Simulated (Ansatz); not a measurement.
All numbers were calculated with Ansatz.

A structure relaxed at PBE0-D4/def2-TZVP, charge 0, multiplicity 1:

| atom | x (Å) | y (Å) | z (Å) |
| --- | --- | --- | --- |
| C1 | 0.7085 | -1.2180 | -0.5257 |
| C2 | 0.5473 | -0.1922 | 0.5494 |
| O3 | 1.2092 | -0.1590 | 1.5546 |
| Ge4 | -0.8508 | 1.2337 | 0.3414 |
| F5 | -1.6341 | 0.9757 | -1.2020 |
| H6 | 0.9178 | -0.7205 | -1.4777 |
| H7 | -0.2373 | -1.7509 | -0.6652 |
| H8 | 1.5073 | -1.9163 | -0.2739 |
| H9 | -0.2239 | 2.6332 | 0.2874 |
| H10 | -1.9441 | 1.1143 | 1.4117 |

(1) Give its formula and SMILES.

(2) Point group (tolerance 0.08 Å, 0.16 Å for H)?

(3) Summarise the bond lengths by kind.

Answers

(1) C2H5FGeO, `C[C](=O)[GeH2][F]`.

(2) Cs.

(3) 1 × C–C 1.495 Å; 3 × C–H 1.090 to 1.095 Å; 1 × C–O 1.204 Å; 1 × C–Ge 2.008 Å; 1 × F–Ge 1.750 Å; 2 × Ge–H 1.534 to 1.535 Å.
